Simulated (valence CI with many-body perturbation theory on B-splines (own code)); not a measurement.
Which ion has this spectrum?

A relativistic CI+MBPT calculation for an atom or ion with 5 electrons gives these levels (Ry):

| J | Parity | E | g |
| --- | --- | --- | --- |
| 1/2 | odd | 0.00 | 0.63 |
| 1/2 | even | 16.86 | 2.06 |
| 3/2 | odd | 68.55 | 1.30 |
| 3/2 | even | 80.35 | 1.63 |
| 5/2 | even | 83.16 | 1.32 |
| 1/2 | even | 87.82 | 1.26 |
| 3/2 | even | 87.96 | 0.97 |
| 3/2 | odd | 105.58 | 1.32 |
| 5/2 | even | 150.22 | 1.42 |
| 1/2 | even | 157.29 | 1.91 |
| 3/2 | even | 157.35 | 1.17 |
| 3/2 | odd | 170.97 | 1.44 |
| 5/2 | odd | 172.60 | 1.17 |
| 1/2 | odd | 176.30 | 0.63 |

The energies are calculated, and their last digits are not significant.

Question: Which is it?
A. Er63+
B. Gd59+
C. Tm64+
D. Ho62+

Answer: D. Ho62+, ground level (2s^2 2p1/2) J=1/2.
